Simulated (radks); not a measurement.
Q: Spherical quantum dot in the effective-mass picture: electrons in a parabolic well V = omega^2 r^2 / 2 with omega = 0.082, all in effective atomic units (hartree* = m*/eps^2 hartree, bohr* = eps/m* bohr), one dielectric constant everywhere. Calculated with a radial shooting solver with Libxc functionals: non-relativistic Kohn-Sham, LDA (Slater exchange, Perdew-Wang correlation), spin-polarised, spherical densities. Levels are named by radial order and angular momentum (1s, 1p, 1d, 2s, ...), and open shells are averaged over m. Each electron was tried in the lowest free levels, single moves between levels near the top were tried too, and the lowest total energy was kept; such a search can miss a lower state. Give the order in which the levels fill up to N = 44, the shell closures and the spin along the way.

A: Shells are first occupied in the order 1s, 1p, 1d, 2s, 1f, 2p, 1g. Open shells at each N (closed shells left out): 1: 1s(up 1, down 0); 2: none; 3: 1p(up 1, down 0); 4: 1p(up 2, down 0); 5: 1p(up 3, down 0); 6: 1p(up 3, down 1); 7: 1p(up 3, down 2); 8: none; 9: 1d(up 1, down 0); 10: 1d(up 2, down 0); 11: 1d(up 3, down 0); 12: 1d(up 4, down 0); 13: 1d(up 5, down 0); 14: 1d(up 5, down 1); 15: 1d(up 5, down 2); 16: 1d(up 5, down 3); 17: 1d(up 5, down 4); 18: none; 19: 2s(up 1, down 0); 20: none; 21: 1f(up 1, down 0); 22: 1f(up 2, down 0); 23: 1f(up 3, down 0); 24: 1f(up 4, down 0); 25: 1f(up 5, down 0); 26: 1f(up 6, down 0); 27: 1f(up 7, down 0); 28: 1f(up 7, down 1); 29: 1f(up 7, down 2); 30: 1f(up 7, down 3); 31: 1f(up 7, down 4); 32: 1f(up 7, down 5); 33: 1f(up 7, down 6); 34: none; 35: 2p(up 1, down 0); 36: 2p(up 2, down 0); 37: 2p(up 3, down 0); 38: 2p(up 3, down 0) 1g(up 1, down 0); 39: 2p(up 3, down 0) 1g(up 2, down 0); 40: 2p(up 3, down 0) 1g(up 3, down 0); 41: 2p(up 3, down 0) 1g(up 4, down 0); 42: 2p(up 3, down 0) 1g(up 5, down 0); 43: 2p(up 3, down 0) 1g(up 6, down 0); 44: 2p(up 3, down 0) 1g(up 7, down 0). All shells are closed at N = 2, 8, 18, 20, 34 (there: 1s2 1p6 1d10 2s2 1f14). Largest 2S: 10, at N = 44.
